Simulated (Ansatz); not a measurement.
Total energies of Li4S from Ansatz at PBE0-D4/def2-TZVP, gas phase (1 Eh = 27.2114 eV = 2625.5 kJ/mol). The reference geometry is relaxed at B3LYP-D4/def2-TZVP.

```xyz
5

Li    2.824   -1.471   -0.965
Li    0.002   -0.423   -1.401
Li    0.954   -0.105    1.004
Li   -2.734    1.482    1.063
S    -1.047    0.517    0.299
```

```json
{"state": "charge 0 singlet", "geometry": "reference", "energy (Eh)": "-428.16538"}
{"state": "charge 1 doublet", "geometry": "reference", "energy (Eh)": "-427.98615"}
{"state": "charge 0 triplet", "geometry": "relaxed at B3LYP-D4/def2-TZVP", "energy (Eh)": "-428.16576"}
{"state": "charge 0 quintet", "geometry": "relaxed at B3LYP-D4/def2-TZVP", "energy (Eh)": "-428.03443"}
{"state": "free Li atom (doublet)", "geometry": "–", "energy (Eh)": "-7.46705"}
{"state": "free S atom (triplet)", "geometry": "–", "energy (Eh)": "-397.97371"}
```

(1) Work out the vertical ionisation energy to the doublet.

(2) Which of the charge 0 states is lowest, and how far above it are the others?

(3) What is the binding energy per atom against free atoms?

(1) E(charge 1 doublet) − E(charge 0 singlet) = -427.98615 − (-428.16538) = 0.17923 Eh = 4.88 eV. For comparison, −ε of the highest occupied level is 3.40 eV at this level, 1.48 eV less.

(2) The triplet, but by less than the method's error, so the order isn't settled. singlet: -428.16538 − (-428.16576) = 0.00038 Eh = 1.0 kJ/mol; quintet: -428.03443 − (-428.16576) = 0.13133 Eh = 344.8 kJ/mol. The triplet differs in its bonds from the reference. The quintet differs in its bonds from the reference.

(3) Atoms: 4 × (-7.46705) + 1 × (-397.97371) = -427.84191 Eh. Binding: -427.84191 − (-428.16538) = 0.32347 Eh = 8.80 eV, or 1.76 eV for each of 5 atoms (no zero-point energy, no counterpoise term).

The structure comes from a short search, and lower isomers may exist.
